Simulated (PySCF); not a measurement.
The dipole of `CC[C@H]([SiH3])[SiH2]C#CC#N` from its density and from atomic charges.

Coordinates (GFN2-xTB, Å) and charges (e) from the PBE0/pcSseg-1 density (PySCF):

```tsv
atom	x	y	z	Mulliken	IAO	Hirshfeld	ESP-fitted
C1	-1.886	1.996	-1.046	-0.2606	-0.4147	-0.1143	-0.3375
C2	-1.892	0.592	-0.454	-0.2511	-0.2397	-0.0646	+0.1440
C3	-0.528	-0.104	-0.513	-0.8283	-0.6371	-0.1853	-0.3190
Si4	-0.696	-1.924	0.054	+0.5069	+0.5941	+0.3074	+0.2666
Si5	0.811	0.860	0.442	+0.6937	+0.7591	+0.3623	+0.4398
C6	2.328	-0.204	0.540	-0.2314	-0.2483	-0.0921	-0.1538
C7	3.333	-0.880	0.600	+0.2126	-0.0535	-0.0160	-0.1882
C8	4.456	-1.650	0.665	-0.1394	+0.1439	+0.0904	+0.5141
N9	5.404	-2.300	0.717	-0.2149	-0.2001	-0.1805	-0.4433
H10	-2.896	2.398	-1.079	+0.1251	+0.1478	+0.0467	+0.0950
H11	-1.272	2.668	-0.451	+0.1225	+0.1329	+0.0382	+0.0857
H12	-1.492	1.980	-2.061	+0.1151	+0.1396	+0.0421	+0.0866
H13	-2.624	-0.011	-1.001	+0.1347	+0.1360	+0.0397	+0.0184
H14	-2.232	0.643	0.584	+0.1312	+0.1313	+0.0374	+0.0070
H15	-0.218	-0.129	-1.565	+0.1787	+0.1532	+0.0414	+0.1322
H16	-1.087	-1.956	1.465	-0.0676	-0.1177	-0.0752	-0.0732
H17	-1.735	-2.571	-0.752	-0.0746	-0.1125	-0.0741	-0.0751
H18	0.577	-2.617	-0.135	-0.0595	-0.1078	-0.0767	-0.0575
H19	1.254	2.082	-0.242	-0.0525	-0.1017	-0.0638	-0.0792
H20	0.390	1.139	1.820	-0.0406	-0.1050	-0.0622	-0.0624
```

**Question.** Compute μ = Σ q r for each scheme (1 e·Å = 4.803 D) and compare with the dipole of the full density.

**Answer.** The full density gives (-4.48, 2.59, -0.91) D, 5.25 D in size; dipole vectors point from the negative to the positive end.

```json
{"scheme": "Mulliken", "μx": "-6.18", "μy": "4.14", "μz": "0.19", "size (D)": "7.44", "share of the full size (%)": "142", "angle to the full dipole (°)": "12"}
{"scheme": "IAO", "μx": "-3.93", "μy": "2.14", "μz": "-0.11", "size (D)": "4.48", "share of the full size (%)": "85", "angle to the full dipole (°)": "9"}
{"scheme": "Hirshfeld", "μx": "-3.39", "μy": "2.03", "μz": "-0.42", "size (D)": "3.97", "share of the full size (%)": "76", "angle to the full dipole (°)": "4"}
{"scheme": "ESP-fitted", "μx": "-4.51", "μy": "2.61", "μz": "-0.91", "size (D)": "5.29", "share of the full size (%)": "101", "angle to the full dipole (°)": "0"}
```

**Question.** Which set comes closest?

**Answer.** Length of the difference vector: ESP-fitted 0.05 D, IAO 1.06 D, Hirshfeld 1.31 D, Mulliken 2.55 D. Closest: ESP-fitted. 

**Question.** What is left for the Hirshfeld atoms' own dipoles?

**Answer.** The Hirshfeld atoms' densities add up to the full density, so μ = Σ q r + Σ (atomic dipoles). The atomic dipoles sum to (-4.48, 2.59, -0.91) − (-3.39, 2.03, -0.42) = (-1.09, 0.56, -0.49) D, 1.31 D in size.

**Question.** With the origin at the mean of the coordinates, (0.000, 0.001, -0.121) Å, which are the largest single terms, by size, of the ESP-fitted dipole along the direction of the full one?

**Answer.** N9 +12.53, C8 -11.73, C1 -4.46, C7 +3.07, H10 +1.74 D; all 20 atoms together +5.29 D. The single terms depend on the origin, their sum doesn't.

**Question.** Give the size of the full dipole in other units.

**Answer.** 5.25 D = 2.065 au = 1.093 e·Å = 17.51 × 10⁻³⁰ C·m.

Isolated species at its GFN2-xTB geometry (one conformer only).

The run behind these numbers computed NMR shieldings as well. Hardware: an Arm Neoverse V2 with one thread, shared host with 64 logical CPUs at a one-minute load of 26. Cost: 54 s wall (with the writing of density and orbital grids), 0.99 GiB resident at most.

Conformer computed: `[CH3:1][CH2:2][C@H:3]([SiH3:4])[SiH2:5][C:6]#[C:7][C:8]#[N:9]`: C1–C2–C3–Si4 -173°, C2–C3–Si5–C6 171°.
